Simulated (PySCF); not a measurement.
## Excitation energy of Cu by level of theory

Cu [Ar] 3d10 4s1 (2S) → Cu [Ar] 3d9 4s1 4p1 (high-spin determinant), as a difference of total energies. Calculation: PySCF 2.14, in aug-cc-pwCVDZ-PP with ECP10MDF (6s6p5d3f, 70 functions); a scalar-relativistic core potential. Correlated levels: valence: 3s2 3p6 frozen. The calculations carry no spin-orbit coupling.

```tsv
method	excitation energy (eV)
UHF	2.023
MP2 (valence)	5.540
SCS-MP2 (valence)	5.200
CCSD (valence)	4.416
CCSD(T) (valence)	4.686
```

How much does correlation contribute at CCSD(T) (valence)?

4.686 − (2.023) = 2.663 eV, measured against UHF.

The determinant of the upper state mixes LS terms, which raises its energy above the lowest term, most at the Hartree-Fock and MP2 levels.
